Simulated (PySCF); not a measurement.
# Radial density of Fe⁺ (iron, charge +1)

M06-2X, [Ar] 3d6 4s1, high-spin 6D determinant. All numbers are calculated (PySCF 2.14, the non-relativistic Hamiltonian (point nucleus), in pcseg-2 (6s4p3d2f1g, 56 functions)).

| r (bohr) | 4πr²ρ (e/bohr) | 4πr²(ρα − ρβ) |
| --- | --- | --- |
| 0.00115 | 0.1855 | 0.0001 |
| 0.00193 | 0.5041 | 0.0002 |
| 0.00324 | 1.331 | 0.0006 |
| 0.00546 | 3.359 | 0.0014 |
| 0.00918 | 7.830 | 0.0032 |
| 0.0154 | 16.02 | 0.0064 |
| 0.0260 | 26.41 | 0.0096 |
| 0.0437 | 31.08 | 0.0087 |
| 0.0735 | 25.56 | 0.0093 |
| 0.124 | 27.82 | 0.0759 |
| 0.208 | 34.11 | 0.4264 |
| 0.350 | 16.71 | 1.7041 |
| 0.588 | 15.64 | 3.6548 |
| 0.989 | 11.90 | 3.0187 |
| 1.66 | 2.700 | 1.2709 |
| 2.80 | 0.6018 | 0.4917 |
| 4.71 | 0.06685 | 0.0628 |
| 7.92 | 0.001237 | 0.0012 |
